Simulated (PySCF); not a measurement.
## Ionisation energy of Nb¹⁴⁺ by level of theory

Nb¹⁴⁺ [Ar] 3d9 [3d3/2^4 3d5/2^5, M_J = 5/2] → Nb¹⁵⁺ [Ar] 3d8 [3d3/2^4 3d5/2^4, M_J = 4], as a difference of total energies. Computed with PySCF 2.14 in an even-tempered Gaussian basis (17 s from 1.2 bohr⁻², ratio 2.8; 13 p from 1.5 bohr⁻², ratio 2.8; 8 d from 1.5 bohr⁻², ratio 2.8; 4 f from 8.2 bohr⁻², ratio 3), with the two-component X2C-1e Hamiltonian. Correlated levels: [Ne] frozen; the 76 highest virtual spinors dropped. "Screened" scales the spin-orbit matrix elements by Boettger's factors to mimic the two-electron term; Breit and QED terms are absent.

```csv
method,ionisation energy (eV)
GHF (spin-free),530.69
GMP2 (spin-free),532.29
GHF (screened spin-orbit),529.84
GMP2 (screened spin-orbit),531.44
```

How much does correlation contribute at GMP2 (screened spin-orbit)?

531.44 − (529.84) = 1.60 eV, measured against GHF (screened spin-orbit).

Breit and QED terms and the two-electron picture change are absent.

The spin-free rows relax to the high-spin LS determinant and lack the spin-orbit shift.

The labels give the starting determinants; with spin-orbit coupling the two ends relaxed to ⟨J²⟩ = 8.75, ⟨L²⟩ = 6.01, ⟨S²⟩ = 0.76 and ⟨J²⟩ = 20.00, ⟨L²⟩ = 12.13, ⟨S²⟩ = 1.97.

For comparison: 530 ± 3 eV (theoretical estimate listed by NIST; NIST Atomic Spectra Database, ionization energies).
